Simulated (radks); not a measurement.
Results of a calculation; reference values are marked as such.
Correlation energies from several functionals, in hartree. Species: Nb8+ [Ar] 3d10 4s2 4p3; In3+ [Kr] 4d10. Code: a radial shooting solver on a logarithmic mesh with Libxc functionals. Model: non-relativistic Kohn-Sham, PBE, spin-polarised, spherical densities, point nucleus. Every spin shell is full or empty, so the densities are truly spherical. Functionals are evaluated on that one density, not self-consistently.

functional     Nb8+     In3+
PW92        -3.2875  -4.5284
Wigner      -1.7198  -2.4850
Chachiyo    -3.2431  -4.4700
PBE         -1.7016  -2.5213
PBEsol      -1.9511  -2.8480
LYP         -1.6897  -2.3859
P86         -1.9544  -2.8488
PW91        -1.8660  -2.7256
AM05        -3.0467  -4.2215
TPSS        -1.7050  -2.5231
revTPSS     -1.7253  -2.5503
SCAN        -1.7067  -2.4975
r2SCAN      -1.7218  -2.5108
B95         -2.1315  -3.0798
Tao-Mo      -1.6325  -2.4362
